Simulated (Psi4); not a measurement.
## Nuclear repulsion and electron count by hand

System: Si₂, triplet, geometry from GFN2-xTB. Level: Psi4 with BLYP/def2-SV(P). Sums are taken with unrounded values, so a last digit can differ.

Coordinates (Å):

```
atom        x        y         z
----  -------  -------  --------
Si1   0.00000  0.00000  -1.08706
Si2   0.00000  0.00000   1.08706
```

Work out the nuclear repulsion energy and the numbers of alpha and beta electrons.

In atomic units each pair adds Z_i Z_j / r_ij, with r in bohr (1 bohr = 0.529177 Å).
| pair | r (Å) | r (bohr) | Z_i Z_j | term (Eh) |
|---|---|---|---|---|
| Si1-Si2 | 2.1741 | 4.1085 | 196 | 47.7062 |
The sum is 47.7062 Eh; Psi4 gives 47.7062 Eh. The atomic numbers add up to 28, so at charge +0 there are 28 electrons; multiplicity 3 means 2 unpaired, so 15 alpha and 13 beta.
